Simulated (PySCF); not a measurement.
CH$_{6}$AlB, CH$_{6}$AlBO, AlB$_{2}$FH$_{4}$, CH$_{5}$AlBF and others (calculated)

Calculation on a computer-drawn molecule: optimised geometry and harmonic frequencies of an isolated molecule of the commonest isotopes, restricted reference for singlets and unrestricted otherwise, frozen core in MP2. Program: PySCF 2.14.0.

Common to all runs: charge 0.

(1) CH$_{6}$AlB

Start structure:
```xyz
9
CH6AlB
B      1.2890    -2.3399    -0.8914
Al     0.7959    -0.4022    -0.2982
C     -0.6698     0.2124     0.9239
H      2.2168    -2.5658    -1.5897
H      0.7573    -3.3227    -0.4963
H      1.6949     0.8180    -0.8790
H     -0.6249    -0.1295     1.9529
H     -0.7000     1.3585     0.9720
H     -1.6983    -0.0544     0.5783
```

Here we set multiplicity 1, method HF and basis cc-pV(D+d)Z.

It finds rotational constants 21.32, 4.794, 4.147 GHz; total energy -307.9197 hartree; convergence status largest gradient component 2.99e-06 hartree/bohr.

Drawn bonds:
```
atom  other atom  order
   1           2      1
   2           3      1
   1           4      1
   1           5      1
   2           6      1
   3           7      1
   3           8      1
   3           9      1
```

Optimised structure:
```xyz
9
CH6AlB
B      1.2066    -2.2978    -0.9534
Al     0.9689    -0.3720    -0.0232
C     -0.7195     0.2366     0.7965
H      0.9922    -2.4903    -2.1245
H      1.5704    -3.2764    -0.3496
H      2.2083     0.6280     0.0158
H     -0.5664     0.4800     1.8554
H     -1.0678     1.1604     0.3176
H     -1.5318    -0.4942     0.7380
```

Modes:
```
frequency (cm⁻¹)  reduced mass (dalton)
           43.99                  1.083
           159.4                  2.835
           172.3                  1.062
           366.9                  1.071
           532.6                  1.171
           535.3                  4.142
           554.2                  1.073
           661.7                  4.237
           713.4                  1.397
           817.3                  1.301
           905.9                  1.381
            1247                  1.131
            1329                  1.229
            1540                  1.053
            1546                  1.056
            1937                  1.041
            2634                  1.056
            2695                  1.119
            3138                  1.037
            3203                  1.097
            3231                    1.1
```

(2) CH$_{6}$AlBO

Start structure:
```xyz
10
CH6AlBO
B      0.9964     2.8283     1.4981
Al     1.1960     1.6808     3.2568
O      0.5294     0.2306     2.9488
C      0.0233    -1.1390     2.8395
H      0.0583     3.3428     1.1494
H      1.8516     2.7375     0.6233
H      1.6455     1.8977     4.6847
H      0.0642    -1.6776     3.7174
H     -1.0902    -1.0573     2.4870
H      0.5533    -1.6409     2.0375
```

Here we set multiplicity 1, method HF and basis cc-pV(D+d)Z.

Results for CH$_{6}$AlBO: rotational constants 20.26, 2.696, 2.464 GHz; total energy -382.8298 hartree; convergence status largest gradient component 3.327e-05 hartree/bohr.

Drawn bonds:
```
atom  other atom  order
   1           2      1
   2           3      1
   3           4      1
   1           5      1
   1           6      1
   2           7      1
   4           8      1
   4           9      1
   4          10      1
```

Optimised structure:
```xyz
10
CH6AlBO
B      1.1020     3.0519     1.4443
Al     0.9781     1.4854     2.9030
O      0.2981     0.0214     2.4118
C     -0.0097    -1.2370     2.9169
H      0.2204     3.8559     1.2803
H      2.0599     3.1995     0.7294
H      1.4766     1.6015     4.4065
H      0.2664    -1.3379     3.9721
H     -1.0820    -1.4281     2.8261
H      0.5180    -2.0097     2.3520
```

Modes:
```
frequency (cm⁻¹)  reduced mass (dalton)
           85.77                   1.13
           112.9                  3.122
           117.6                  2.581
           155.1                  1.133
           212.6                  3.821
           410.1                  1.136
           551.8                  3.617
           639.6                  1.374
           695.4                  1.546
           751.9                  3.173
             910                  1.391
            1246                   1.25
            1266                  1.765
            1283                  1.273
            1307                  2.601
            1600                  1.139
            1601                  1.047
            1607                  1.047
            1954                  1.042
            2646                  1.055
            2710                   1.12
            3152                  1.034
            3217                  1.102
            3232                  1.106
```

(3) AlB$_{2}$FH$_{4}$

Start structure:
```xyz
8
AlB2FH4
B      2.1441    -0.5910     0.0347
Al     0.2254    -1.1757    -0.4564
B     -1.5511    -0.8921    -1.5441
F     -0.1488    -2.4428     0.5804
H      3.0477    -1.3288    -0.4407
H      2.5019     0.0392     0.9195
H     -1.8567    -1.6362    -2.4226
H     -2.4720    -0.2274    -1.1420
```

It was run with multiplicity 1, method HF and basis cc-pV(D+d)Z.

The calculation gives: rotational constants 6.257, 4.458, 2.72 GHz; total energy -393.0581 hartree; convergence status largest gradient component 1.694e-05 hartree/bohr.

Drawn bonds:
```
atom  other atom  order
   1           2      1
   2           3      1
   2           4      1
   1           5      1
   1           6      1
   3           7      1
   3           8      1
```

Optimised structure:
```xyz
8
AlB2FH4
B      2.0975    -0.6990    -0.0095
Al     0.1038    -1.4905    -0.1673
B     -1.4969    -0.9208    -1.4862
F     -0.2543    -2.7329     0.8907
H      3.0193    -1.1341    -0.6506
H      2.3747     0.2169     0.7214
H     -1.6535    -1.4242    -2.5689
H     -2.3000    -0.0702    -1.2008
```

Modes:
```
frequency (cm⁻¹)  reduced mass (dalton)
           129.2                   1.01
           139.7                  3.169
             145                  1.073
           184.6                  2.801
           200.6                  5.886
           493.5                  1.169
           498.7                  4.634
           624.6                  1.483
           625.5                  5.479
           813.4                  8.653
           863.4                  1.389
           916.3                  1.532
            1242                  1.138
            1252                  1.124
            2643                  1.055
            2650                  1.055
            2713                   1.12
            2714                   1.12
```

(4) CH$_{5}$AlBF

Start structure:
```xyz
9
CH5AlBF
B      0.5597     0.1359    -1.5271
Al    -0.5786    -1.1601    -0.4275
C     -0.8944    -1.7783     1.4977
F     -1.6438    -2.0121    -1.4970
H      1.6104    -0.2731    -2.0748
H      0.2493     1.1532    -1.8746
H     -0.2327    -1.2454     2.2244
H     -1.8996    -1.5650     1.7874
H     -0.7069    -2.8341     1.6063
```

Settings of this run: multiplicity 1, method HF and basis cc-pV(D+d)Z.

It finds rotational constants 6.206, 4.645, 2.762 GHz; total energy -406.8737 hartree; convergence status largest gradient component 4.167e-05 hartree/bohr.

Drawn bonds:
```
atom  other atom  order
   1           2      1
   2           3      1
   2           4      1
   1           5      1
   1           6      1
   3           7      1
   3           8      1
   3           9      1
```

Optimised structure:
```xyz
9
CH5AlBF
B      0.5703     0.0675    -1.4970
Al    -0.7335    -1.3142    -0.5023
C     -0.8531    -1.7173     1.4075
F     -1.7811    -2.1529    -1.4917
H      1.6596    -0.2471    -1.9019
H      0.2695     1.2169    -1.6902
H     -0.1402    -1.1466     2.0113
H     -1.8589    -1.5029     1.7875
H     -0.6692    -2.7823     1.5916
```

Modes:
```
frequency (cm⁻¹)  reduced mass (dalton)
           43.05                   1.04
           142.2                  1.029
             152                   3.01
           202.1                  3.145
           216.5                  4.659
           521.2                  4.209
           534.2                  1.202
           672.6                   2.82
           693.5                    1.4
           732.5                  1.819
           830.7                  4.846
           907.2                  1.632
            1249                  1.132
            1335                  1.238
            1540                  1.053
            1544                  1.055
            2649                  1.055
            2715                   1.12
            3145                  1.036
            3216                  1.098
            3230                    1.1
```

(5) AlBClFH$_{2}$

Start structure:
```xyz
6
AlBClFH2
B      0.7238    -3.2286    -1.3486
Al     0.9406    -1.9742     0.2544
F      2.2542    -2.0874     1.2197
Cl    -0.2407    -0.3342     0.6597
H      1.1975    -3.0646    -2.3663
H      0.1373    -4.2845    -1.1964
```

It was run with multiplicity 1, method HF and basis cc-pV(D+d)Z.

Results for AlBClFH$_{2}$: rotational constants 5.683, 3.036, 2.012 GHz; total energy -826.8364 hartree; convergence status largest gradient component 2.926e-05 hartree/bohr.

Drawn bonds:
```
atom  other atom  order
   1           2      1
   2           3      1
   2           4      1
   1           5      1
   1           6      1
```

Optimised structure:
```xyz
6
AlBClFH2
B      0.7269    -3.2808    -1.3474
Al     1.0096    -1.9254     0.2673
F      2.2935    -2.0816     1.2946
Cl    -0.2989    -0.3233     0.6620
H      1.1894    -3.0715    -2.4348
H      0.0921    -4.2910    -1.2192
```

Modes:
```
frequency (cm⁻¹)  reduced mass (dalton)
           135.2                  1.025
           138.6                  4.374
           205.3                  4.768
           215.1                  14.49
           463.9                  9.601
           603.1                  1.341
           639.7                  8.083
           857.6                  5.949
           911.3                  1.622
            1244                  1.131
            2675                  1.053
            2753                  1.122
```

(6) AlBClFH$_{2}$

Start structure:
```xyz
6
AlBClFH2
B      0.7269    -3.2808    -1.3474
Al     1.0096    -1.9254     0.2673
F      2.2935    -2.0816     1.2946
Cl    -0.2989    -0.3233     0.6620
H      1.1894    -3.0715    -2.4348
H      0.0921    -4.2910    -1.2192
```

It was run with multiplicity 1, method MP2 and basis cc-pV(D+d)Z.

Results for AlBClFH$_{2}$: rotational constants 5.588, 3.044, 2.004 GHz; total energy -827.2953 hartree; convergence status largest gradient component 1.362e-05 hartree/bohr.

Drawn bonds:
```
atom  other atom  order
   1           2      1
   2           3      1
   2           4      1
   1           5      1
   1           6      1
```

Optimised structure:
```xyz
6
AlBClFH2
B      0.7259    -3.2734    -1.3408
Al     1.0141    -1.9254     0.2713
F      2.3172    -2.0875     1.3069
Cl    -0.3133    -0.3352     0.6403
H      1.1877    -3.0656    -2.4367
H      0.0810    -4.2865    -1.2184
```

Modes:
```
frequency (cm⁻¹)  reduced mass (dalton)
           131.9                  3.832
           133.6                  1.058
           196.4                  4.725
           205.2                  14.54
           462.4                  9.355
           575.2                  1.348
           634.9                  8.077
             831                  4.857
           882.7                  1.731
            1192                  1.133
            2628                  1.054
            2712                  1.122
```

(7) AlBH$_{5}$NO

Start structure:
```xyz
9
AlBH5NO
B     -1.2685    -0.9216    -0.0520
Al    -2.1279     0.9236     0.1759
N     -1.3545     2.5746     0.2507
O     -3.7980     0.8241     0.3427
H     -1.1155    -1.3809    -1.0893
H     -0.9506    -1.5446     0.8777
H     -0.3502     2.7408     0.1186
H     -1.7851     3.4173     0.3415
H     -4.7693     0.8607     0.4272
```

Here we set multiplicity 1, method HF and basis cc-pV(D+d)Z.

Results for AlBH$_{5}$NO: rotational constants 6.328, 5.122, 2.898 GHz; total energy -398.8945 hartree; convergence status largest gradient component 1.653e-05 hartree/bohr.

Drawn bonds:
```
atom  other atom  order
   1           2      1
   2           3      1
   2           4      1
   1           5      1
   1           6      1
   3           7      1
   3           8      1
   4           9      1
```

Optimised structure:
```xyz
9
AlBH5NO
B     -1.1685    -0.9598    -0.0495
Al    -2.2499     0.8735     0.1875
N     -1.4724     2.4624     0.2231
O     -3.9347     0.7605     0.3465
H     -0.9354    -1.4436    -1.1277
H     -0.7530    -1.5954     0.8856
H     -0.4855     2.6190     0.1358
H     -1.9348     3.3459     0.3322
H     -4.5853     1.4315     0.4593
```

Modes:
```
frequency (cm⁻¹)  reduced mass (dalton)
           96.67                   1.03
           160.6                  3.282
           221.5                  2.723
           232.1                  3.021
           291.3                   1.03
           374.7                  1.192
           425.4                  1.284
           548.8                  4.215
           566.7                  1.211
           601.2                  1.356
           678.6                  1.563
           829.9                  4.479
             878                  2.063
             931                  2.678
            1256                  1.134
            1679                   1.11
            2645                  1.055
            2708                   1.12
            3774                  1.052
            3853                  1.093
            4234                  1.068
```

(8) AlBH$_{4}$N

Start structure:
```xyz
7
AlBH4N
B      0.1370    -0.4973     0.5504
Al    -1.2284    -0.0998    -0.8395
N     -2.4816     0.2017    -2.0788
H      1.2096    -0.1766     0.3131
H     -0.2836    -0.5938     1.6537
H     -3.4503     0.2639    -1.9971
H     -2.2762     0.5244    -3.0526
```

Here we set multiplicity 2, method HF and basis cc-pV(D+d)Z.

It finds rotational constants 34.34, 5.074, 4.591 GHz; total energy -323.3539 hartree; spin squared 0.8119; convergence status largest gradient component 3.736e-05 hartree/bohr.

Drawn bonds:
```
atom  other atom  order
   1           2      1
   2           3      1
   1           4      1
   1           5      1
   3           6      1
   3           7      1
```

Optimised structure:
```xyz
7
AlBH4N
B      0.0328    -0.3570     0.4295
Al    -1.6611     0.6303    -0.4273
N     -2.4280     0.2545    -1.9810
H      1.1469     0.0752     0.2846
H     -0.1022    -1.2501     1.2251
H     -3.2224     0.7343    -2.3622
H     -2.1396    -0.4646    -2.6195
```

Modes:
```
frequency (cm⁻¹)  reduced mass (dalton)
             149                  3.328
           197.2                  1.126
           335.5                   1.02
           455.6                  1.243
           519.4                  4.841
           543.2                  1.231
           652.5                  1.195
           831.6                  5.037
           878.1                   1.49
            1209                  1.138
            1674                  1.108
            2643                  1.052
            2721                  1.123
            3766                  1.052
            3849                  1.093
```

(9) AlBH$_{4}$N

Start structure:
```xyz
7
AlBH4N
B      0.0328    -0.3570     0.4295
Al    -1.6611     0.6303    -0.4273
N     -2.4280     0.2545    -1.9810
H      1.1469     0.0752     0.2846
H     -0.1022    -1.2501     1.2251
H     -3.2224     0.7343    -2.3622
H     -2.1396    -0.4646    -2.6195
```

Here we set multiplicity 2, method MP2 and basis cc-pV(D+d)Z.

It finds rotational constants 137.7, 4.41, 4.376 GHz; total energy -323.6573 hartree; spin squared 0.7626; convergence status largest gradient component 2.608e-05 hartree/bohr.

Drawn bonds:
```
atom  other atom  order
   1           2      1
   2           3      1
   1           4      1
   1           5      1
   3           6      1
   3           7      1
```

Optimised structure:
```xyz
7
AlBH4N
B      0.1235    -0.3353     0.5798
Al    -1.2634    -0.0387    -0.8488
N     -2.4858     0.2210    -2.1056
H      1.1652     0.2683     0.4990
H     -0.1314    -1.1081     1.4708
H     -3.2157     0.9307    -2.0784
H     -2.5661    -0.3152    -2.9677
```

Modes:
```
frequency (cm⁻¹)  reduced mass (dalton)
           127.3                  3.354
             138                  4.565
           334.4                  1.008
           354.1                  1.234
           552.3                  1.309
           568.4                  1.226
           578.3                  4.848
           624.3                   1.23
           879.7                  7.115
            1088                   1.13
            1536                  1.108
            2610                  1.045
            2720                  1.131
            3594                  1.051
            3693                  1.093
```

(10) B$_{2}$FH$_{2}$O

Start structure:
```xyz
6
B2FH2O
B      0.8605    -0.1865    -0.1670
B      2.3280     0.0286    -0.8166
O      2.5211     0.8259    -1.9105
F      3.3743    -0.6901    -0.4000
H     -0.1200    -0.3422     0.4138
H      3.4579     0.7979    -2.2092
```

Here we set multiplicity 2, method HF and basis cc-pVDZ.

The calculation gives: rotational constants 10.5, 8.789, 4.821 GHz; total energy -224.8826 hartree; spin squared 0.759; convergence status largest gradient component 1.605e-05 hartree/bohr.

Drawn bonds:
```
atom  other atom  order
   1           2      1
   2           3      1
   2           4      1
   1           5      1
   3           6      1
```

Optimised structure:
```xyz
6
B2FH2O
B      0.7894    -0.4274    -0.3096
B      2.3258    -0.0579    -0.8761
O      2.5150     0.8096    -1.8884
F      3.4029    -0.6770    -0.3561
H     -0.0345    -0.1111     0.4866
H      3.4231     0.8973    -2.1459
```

Modes:
```
frequency (cm⁻¹)  reduced mass (dalton)
           258.3                  2.817
           402.4                    1.3
           470.2                  4.602
           523.2                  1.434
             586                   1.29
             690                  4.156
           788.6                  5.581
            1065                  1.622
            1358                  4.182
            1430                  9.773
            2819                  1.101
            4131                  1.066
```
